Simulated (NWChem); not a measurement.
System: C3H6Si; SMILES [SiH3]CC#C

Here is an NWChem input.

```
start job
memory heap 200 mb stack 900 mb global 1100 mb
geometry units angstroms noautoz
  C     -0.482685    -2.356070     0.000000
  C      0.168110    -1.337576     0.000000
  C      0.906432    -0.081274     0.000000
  Si    -0.264251     1.429044     0.000000
  H     -1.040793    -3.264070     0.000000
  H      1.561302    -0.015938     0.879670
  H      1.561302    -0.015938    -0.879670
  H      0.547142     2.678342     0.000000
  H     -1.122547     1.408170    -1.212000
  H     -1.122547     1.408170     1.212000
end
basis spherical
  * library def2-tzvp
end
dft
  xc pw6b95
  iterations 150
  mulliken
end
task dft energy
```

Parts of the log:

```
             Northwest Computational Chemistry Package (NWChem) 7.3.0
             --------------------------------------------------------

 CS  symmetry detected

                             Geometry "geometry" -> ""
                             -------------------------

 Output coordinates in angstroms (scale by  1.889725989 to convert to a.u.)

  No.       Tag          Charge          X              Y              Z
 ---- ---------------- ---------- -------------- -------------- --------------
    1 C                    6.0000    -0.46975803    -2.34828811     0.00000000
    2 C                    6.0000     0.17271417    -1.32452367     0.00000000
    3 C                    6.0000     0.90077222    -0.06224574     0.00000000
    4 Si                  14.0000    -0.28218166     1.43848051     0.00000000
    5 H                    1.0000    -1.02044689    -3.26080677     0.00000000
    6 H                    1.0000     1.55508795     0.00842557     0.87967000
    7 H                    1.0000     1.55508795     0.00842557    -0.87967000
    8 H                    1.0000     0.51900206     2.69435022     0.00000000
    9 H                    1.0000    -1.14027902     1.41061170    -1.21200000
   10 H                    1.0000    -1.14027902     1.41061170     1.21200000

 Effective nuclear repulsion energy (a.u.)     136.1235398437

      Symmetry information
      --------------------

 Group name             Cs
 Group number              2
 Group order               2
 No. of unique centers     8

                                 NWChem DFT Module
                                 -----------------

 Summary of "ao basis" -> "ao basis" (spherical)
 ------------------------------------------------------------------------------
       Tag                 Description            Shells   Functions and Types
 ---------------- ------------------------------  ------  ---------------------
 C                         def2-tzvp                11       31   5s3p2d1f
 Si                        def2-tzvp                13       37   5s5p2d1f
 H                         def2-tzvp                 4        6   3s1p

      Symmetry analysis of basis
      --------------------------

        a'        110
        a"         56

            General Information
            -------------------
          SCF calculation type: DFT
          Wavefunction type:  closed shell.
          No. of atoms     :    10
          No. of electrons :    38
           Alpha electrons :    19
            Beta electrons :    19
          Charge           :     0
          Spin multiplicity:     1
          Use of symmetry is: on ; symmetry adaption is: on
          Maximum number of iterations: 150
          AO basis - number of functions:   166
                     number of shells:    70
          Convergence on energy requested:  1.00D-06
          Convergence on density requested:  1.00D-05
          Convergence on gradient requested:  5.00D-04

              XC Information
              --------------
                       PW6B95 Method XC Functional
                     Hartree-Fock (Exact) Exchange  0.280
                    PW6B95 GGA Exchange Functional  0.720
                      PW6B95 Correlation Potential  1.000

             Grid Information
             ----------------
          Grid used for XC integration:  medium
          Radial quadrature: Mura-Knowles
          Angular quadrature: Lebedev.
          Tag              B.-S. Rad. Rad. Pts. Rad. Cut. Ang. Pts.
          ---              ---------- --------- --------- ---------
          C                   0.70       49          13.0       434
          Si                  1.10       88          12.0       590
          H                   0.35       45          14.0       434
          Grid pruning is: on
          Number of quadrature shells:   415
          Spatial weights used:  Erf1

      Superposition of Atomic Density Guess
      -------------------------------------

 Sum of atomic energies:        -404.84825030

      Non-variational initial energy
      ------------------------------

 Total energy =    -406.904231
 1-e energy   =    -824.404889
 2-e energy   =     281.377118
 HOMO         =      -0.312758
 LUMO         =       0.042666

      Symmetry analysis of molecular orbitals - initial
      -------------------------------------------------

  Numbering of irreducible representations:

     1 a'          2 a"

  Orbital symmetries:

     1 a'          2 a'          3 a'          4 a'          5 a'
     6 a"          7 a'          8 a'          9 a'         10 a'
    11 a'         12 a'         13 a"         14 a'         15 a'
    16 a'         17 a"         18 a"         19 a'         20 a'
    21 a"         22 a'         23 a'         24 a"         25 a'
    26 a'         27 a'         28 a"         29 a'

     ---------------------------------------------
      Total Density - Mulliken Population Analysis
     ---------------------------------------------

    Atom       Charge   Shell Charges
 -----------   ------   -------------------------------------------------------
    1 C    6     6.37   0.86  1.12  0.60  0.49  0.10  1.25  1.48  0.45  0.01  0.00  0.01
    2 C    6     5.96   0.86  1.12  0.60  0.50  0.15  1.17  1.20  0.25  0.02  0.08  0.01
    3 C    6     6.55   0.86  1.12  0.54  0.67  0.17  1.23  1.46  0.44  0.01  0.05  0.00
    4 Si  14    13.63   2.00  0.59  1.39  0.88  0.46  4.11  1.73  0.52  1.29  0.46  0.09  0.09  0.02
    5 H    1     0.75   0.22  0.42  0.09  0.02
    6 H    1     0.80   0.23  0.43  0.12  0.02
    7 H    1     0.80   0.23  0.43  0.12  0.02
    8 H    1     1.05   0.23  0.55  0.27  0.01
    9 H    1     1.05   0.23  0.55  0.26  0.01
   10 H    1     1.05   0.23  0.55  0.26  0.01

[...]
```

Level: PW6B95/def2-TZVP. Structure relaxed at the B3LYP/6-31G* (spherical d) level.
